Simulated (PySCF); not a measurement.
Cartesian coordinates in Å; atom numbers follow the order of the lines, from 1:
```xyz
17

Si    2.677    1.093   -0.327
Si    1.682   -0.810    0.539
Si   -0.229   -1.536   -0.582
Si   -2.281   -0.710    0.110
C    -2.172    1.203    0.187
Cl   -0.862    1.670    1.309
H     3.456    0.783   -1.531
H     3.595    1.755    0.601
H     1.688    2.095   -0.732
H     1.364   -0.644    1.966
H     2.660   -1.915    0.547
H    -0.083   -1.225   -2.018
H    -0.352   -3.003   -0.577
H    -3.452   -0.946   -0.749
H    -2.690   -1.119    1.458
H    -3.079    1.667    0.564
H    -1.931    1.654   -0.773
```

Geometry: GFN2-xTB; GIAO shifts from PySCF 2.14.0 with density-fitted response routines, gas phase, non-relativistic, averaged over equivalent atoms.

At PBE0/pcSseg-1 (192 basis functions, 32 s wall time on 1 thread of an Arm Neoverse V1, shared host):
```tsv
atoms	δ (ppm)
Si4	-62.8
Si1	-111.9
Si2	-123.6
Si3	-130.3
C5	32.9
H14/H15	4.23
H10/H11	3.66
H7/H8/H9	3.59
H12/H13	3.39
H16/H17	3.18
```

Scale: 29Si (349.16 ppm), 13C (186.93 ppm), 1H (31.72 ppm) vs TMS (reference shieldings calculated alike).

**Question.** What do these become at CAM-B3LYP/pcSseg-1?

**Answer.** 
```tsv
atoms	δ at CAM-B3LYP/pcSseg-1	change
Si4	-62.8	+0.0
Si1	-112.4	-0.5
Si2	-121.3	+2.3
Si3	-127.9	+2.4
C5	32.4	-0.5
H14/H15	4.08	-0.15
H10/H11	3.51	-0.15
H7/H8/H9	3.48	-0.11
H12/H13	3.26	-0.13
H16/H17	3.09	-0.09
```

References, each an isolated molecule treated in the same way: TMS for 29Si (σ = 340.86 ppm), 13C (σ = 185.10 ppm), 1H (σ = 31.78 ppm).

The largest change is at Si3 (silicon bonded to 2 Si, 2 H). Cost: 192 basis functions, 40 s wall time on 1 thread of an Arm Neoverse V1, shared host.

Carbons that carry Cl, above all several Cl atoms, come out too deshielded, partly because spin–orbit coupling is missing.
